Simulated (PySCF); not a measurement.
Compound: C7H13 (doublet state).
Geometry (GFN2-xTB, Å), atoms numbered from 1 in this order:
```
atom  x, y, z in Å
C1     0.2835   -2.4197   -0.2262
C2     0.5702   -1.1047    0.0542
C3     1.8607   -0.6213   -0.0760
C4     2.3301    0.7614    0.1892
C5    -0.5657   -0.2041    0.4745
C6    -1.1725    0.5183   -0.7328
C7    -2.3322    1.4189   -0.3256
H8    -0.7114   -2.8123   -0.1231
H9     1.0477   -3.1002   -0.5568
H10    2.6266   -1.3228   -0.3779
H11    2.9239    0.7903    1.1078
H12    1.5116    1.4670    0.2905
H13    2.9841    1.0968   -0.6171
H14   -1.3414   -0.8079    0.9490
H15   -0.2243    0.5295    1.2065
H16   -1.5223   -0.2259   -1.4519
H17   -0.4015    1.1133   -1.2272
H18   -1.9970    2.1865    0.3695
H19   -3.1147    0.8381    0.1586
H20   -2.7608    1.9097   -1.1966
```

The hyperfine couplings belong to this conformer and change with its torsions.

The species is `[CH2]/C(=C/C)CCC` [radical].

Method used: UKS B3LYP, pcH-1 on C H, non-relativistic, mean-field spin-orbit, GIAO in PySCF 2.14.0. Isolated species at its GFN2-xTB geometry (one conformer only). GFN2-xTB frequencies show an imaginary mode (35i cm⁻¹), so this geometry is no minimum at that level. A GFN2-xTB geometry isn't a minimum of the functional, and hyperfine couplings can be far from their values at a DFT geometry. No stability test was run, so a lower SCF solution isn't excluded. ⟨S²⟩ is 0.776 where a pure state has 0.75.

**Question.** Match the computed a_iso(13C) values +57.8, +53.5, -48.2, -23.1, -11.9, +5.0, -0.7 MHz with the sites C1; C2; C3; C4; C5; C6; C7.

**Answer.** 
```csv
site,a_iso (MHz),ρ(0) (bohr⁻³),position,distance from C1 (Å),spin population,largest |T| (MHz)
C1,+53.5,+0.0476,largest spin population,0.00,+0.67,100.0
C2,-48.2,-0.0429,1 bond from C1,1.37,-0.25,28.4
C3,+57.8,+0.0514,a main spin site,2.40,+0.66,105.0
C4,-23.1,-0.0205,1 bond from C3,3.81,-0.06,1.8
C5,+5.0,+0.0044,2 bonds from C1,2.47,+0.01,1.1
C6,-11.9,-0.0106,3 bonds from C3,3.32,0.00,1.5
C7,-0.7,-0.0006,4 bonds from C1,4.65,0.00,0.1
```

ρ(0) is the spin density at the nucleus and T the dipolar tensor; entries for several nuclei are means. Largest spin populations (Mulliken): C1 (+0.67), C3 (+0.66) and C2 (-0.25). The positive populations add up to 1.41 and the negative ones to -0.41, together 2S = 1. The angles at C1 add up to 360.0°, so it is planar; its axial dipolar tensor and the negative couplings of its protons fit spin in a p orbital normal to that plane. Main spin sites, with 60 % or more of the largest population: C1, C3; positions count bonds from the nearest.

Means are taken over nuclei equivalent by connectivity, which assumes that they swap fast. H8 and H9 aren't averaged: C1 is flat or nearly so (angle sum 360°), and its turn about the short C1–C2 bond (1.37 Å) is taken as slow. The three 1H nuclei of mean +51.3 MHz run from 6.3 to 92.4 MHz in the frozen geometry.
